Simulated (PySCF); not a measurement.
# One molecule, several mistakes: AlCClGeH5

Calculated results; nothing here was measured. The program is PySCF 2.14.0, an open-source quantum chemistry code, run on an isolated molecule that a program drew, which may never have been made. The molecule is AlCClGeH5 (charge 0, doublet), drawn as the SMILES string `[Cl][AlH][CH][GeH3]`.

Each row is a Hartree-Fock (HF) and frozen-core CCSD(T) single point in the cc-pV(D+d)Z basis, meant for a local HF minimum. Run 1 is clean. Each other run has one planted mistake out of seven kinds, and not every kind appears here: one electron removed, one electron added, multiplicity raised by two, geometry at a saddle point, minimal basis STO-3G, one bond length entered in bohr, all coordinates scaled. The reference is restricted for singlets and unrestricted otherwise, and also for a bond in bohr. Adding or removing an electron swaps singlet and doublet. Electrons count all cores. HOMO and LUMO are orbital energies over both spins, the gradient is its largest component, and the lowest frequency (negative if imaginary) is given only where the gradient is small. Bond lengths are over the 8 bonds as drawn. T1 is the CCSD diagnostic: over 0.02 (restricted) or 0.045 (unrestricted) a single reference is doubtful. Germanium has the cc-pVDZ-PP basis, with a core potential (ECP10MDF) in place of its 10 inner electrons, and its 3s, 3p and 3d shells are frozen in CCSD(T).

Geometry of the clean run:
```xyz
9
AlCClGeH5, angstrom
Cl    0.6351   -2.0468   -1.9158
Al    1.4635   -0.5705   -0.6419
C     1.2565    1.2864   -1.1058
Ge    0.3673    2.1386   -2.6245
H     2.2170   -1.0746    0.6373
H     1.7019    2.0173   -0.4253
H    -0.2585    1.0941   -3.5489
H     1.3903    2.9662   -3.4139
H    -0.7286    3.0810   -2.1091
```

| run | electrons | basis functions | <S^2> | HOMO (eV) | LUMO (eV) | gradient (hartree/bohr) | lowest frequency (cm^-1) | mean bond (Å) | longest bond (Å) | T1 | HF (hartree) | CCSD(T) (hartree) | mistake |
|---|---|---|---|---|---|---|---|---|---|---|---|---|---|
| 1 | 73 | 108 | 0.760 | -10.59 | 0.46 | 2.1e-05 | 21 | 1.6573 | 2.119 | 0.0124 | -1035.61363 | -1036.09452 | no fault |
| 2 | 73 | 108 | 3.773 | -4.27 | -3.10 | 9.9e-02 | - | 1.6573 | 2.119 | 0.0549 | -1035.38941 | -1035.87102 | multiplicity raised by two |
| 3 | 72 | 108 | 0.000 | -16.40 | -7.24 | 7.5e-02 | - | 1.6573 | 2.119 | 0.0251 | -1035.28816 | -1035.75753 | ? |
| 4 | 73 | 108 | 0.758 | -10.61 | 0.50 | 1.7e-02 | - | 1.6059 | 2.053 | 0.0121 | -1035.60538 | -1036.08408 | ? |

**Which mistake was planted in run 3, and what did it cost?**

It counts 72 electrons, one fewer than the clean run, at the same geometry and basis. So the mistake is: one electron removed. Subtracting run 1 and multiplying by 627.51 kcal/mol a hartree, the energy moved by 204.2 kcal/mol in HF and 211.5 kcal/mol in CCSD(T).

**Which mistake was planted in run 4, and what did it cost?**

The mean and the longest bond both change by the same factor, 0.969, and the gradient is no longer small. So the mistake is: all coordinates scaled. Subtracting run 1 and multiplying by 627.51 kcal/mol a hartree, the energy moved by 5.2 kcal/mol in HF and 6.6 kcal/mol in CCSD(T).

Cautions from the logs. Run 2: T1 is over the limit, so its CCSD(T) energy is less reliable; run 3: T1 is over the limit, so its CCSD(T) energy is less reliable.
